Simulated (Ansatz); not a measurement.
Total energies of `C[Si](C)(F)[SeH]`.

Cartesian coordinates in Å:
```
C -0.317 -1.603 0.119
Si 0.582 -0.007 -0.170
C -0.068 1.380 0.874
F 2.132 -0.227 0.184
Se 0.633 0.551 -2.388
H -1.367 -1.510 -0.169
H -0.277 -1.880 1.176
H 0.127 -2.407 -0.471
H -0.027 1.114 1.935
H 0.518 2.287 0.717
H -1.108 1.598 0.619
H -0.828 0.705 -2.427
```

Total charge 0; spin multiplicity 1. Correlated methods include outer-core shells of Se, which these sets cover unevenly. Scalar relativity is left out up to krypton. Geometry: relaxed with PBE0-D4/def2-TZVP. It is one conformer, not always the lowest. Basis def2-TZVPP, the Gaussian-basis code of Ansatz.

RPA on PBE orbitals: Hartree–Fock energy of these orbitals -2868.18010 Eh, correlation -1.60835 Eh (frozen core).

```json
{"functional": "LDA (SPW92)", "energy without D4 (Eh)": "-2865.54133", "D4 term (kJ/mol)": "–"}
{"functional": "PBE", "energy without D4 (Eh)": "-2870.80272", "D4 term (kJ/mol)": "-28.2"}
{"functional": "revPBE", "energy without D4 (Eh)": "-2871.20286", "D4 term (kJ/mol)": "-78.9"}
{"functional": "BLYP", "energy without D4 (Eh)": "-2871.49678", "D4 term (kJ/mol)": "-60.7"}
{"functional": "r2SCAN", "energy without D4 (Eh)": "-2871.40300", "D4 term (kJ/mol)": "-7.0"}
{"functional": "B97M-V", "energy without D4 (Eh)": "-2870.98621", "D4 term (kJ/mol)": "–"}
{"functional": "PBE0", "energy without D4 (Eh)": "-2870.92769", "D4 term (kJ/mol)": "-24.1"}
{"functional": "B3LYP", "energy without D4 (Eh)": "-2871.59073", "D4 term (kJ/mol)": "-45.5"}
{"functional": "r2SCANh", "energy without D4 (Eh)": "-2871.39078", "D4 term (kJ/mol)": "-7.5"}
{"functional": "r2SCAN0", "energy without D4 (Eh)": "-2871.37379", "D4 term (kJ/mol)": "-8.3"}
{"functional": "HSE06 (plane-wave form)", "energy without D4 (Eh)": "-2870.91484", "D4 term (kJ/mol)": "-22.6"}
{"functional": "BHLYP", "energy without D4 (Eh)": "-2871.42914", "D4 term (kJ/mol)": "-36.6"}
{"functional": "CAM-B3LYP", "energy without D4 (Eh)": "-2871.58893", "D4 term (kJ/mol)": "-24.7"}
{"functional": "LC-ωPBE", "energy without D4 (Eh)": "-2871.01064", "D4 term (kJ/mol)": "–"}
{"functional": "ωB97X-V", "energy without D4 (Eh)": "-2871.20748", "D4 term (kJ/mol)": "–"}
{"functional": "ωB97M-V", "energy without D4 (Eh)": "-2871.29919", "D4 term (kJ/mol)": "–"}
{"functional": "B2PLYP", "energy without D4 (Eh)": "-2870.89910", "D4 term (kJ/mol)": "–"}
{"functional": "PBE-QIDH", "energy without D4 (Eh)": "-2870.50830", "D4 term (kJ/mol)": "–"}
```

B3LYP takes the VWN-RPA correlation (the form of Gaussian; ORCA's B3LYP/G). HSE06 is the plane-wave form, built on full-range PBE exchange. The double hybrids freeze the cores in their second-order part.

LC-ωPBE has ω = 0.4 bohr⁻¹.
